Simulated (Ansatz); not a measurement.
Dissociation curve of GaSi (cation, charge +1), lowest singlet found (which spin is the ground state isn't settled by this scan).

Computed with: RKS-PBE = restricted PBE/aug-cc-pVDZ in Ansatz (a first-principles code); RCCSD = CCSD on RHF/aug-cc-pVDZ, cores with 3d frozen run with Ansatz; RCCSDT = CCSDT on RHF/aug-cc-pVDZ, cores with 3d frozen (Ansatz).

Energies are in eV, each relative to the lowest point of its own curve between 2.78 and 3.73 Å, where full CI is lowest.

| R / Å | RKS-PBE | RCCSD | RCCSDT |
|---|---|---|---|
| 2.78 | 0.171 | 0.169 | 0.163 |
| 2.95 | 0.038 | 0.039 | 0.038 |
| 3.13 | 0.000 | 0.000 | 0.000 |
| 3.43 | 0.071 | 0.063 | 0.064 |
| 3.73 | 0.217 | 0.200 | 0.203 |
| 4.15 | 0.441 | 0.420 | 0.427 |
| 4.56 | 0.633 | 0.614 | 0.626 |
| 5.09 | 0.821 | 0.807 | 0.825 |
| 5.87 | 0.979 | 0.977 | 0.997 |
| 6.71 | 1.043 | 1.065 | 1.084 |
| 7.89 | 1.051 | 1.119 | 1.135 |

At the longest distance, 7.89 Å, RCCSDT lies highest above its minimum (1.135 eV) and RKS-PBE lowest (1.051 eV).

The scan ran from 1.67 to 7.89 Å; beyond the distances shown full CI changes its symmetry label. The restricted form behind RKS-PBE keeps the bonding electrons paired and can't separate into open-shell fragments.
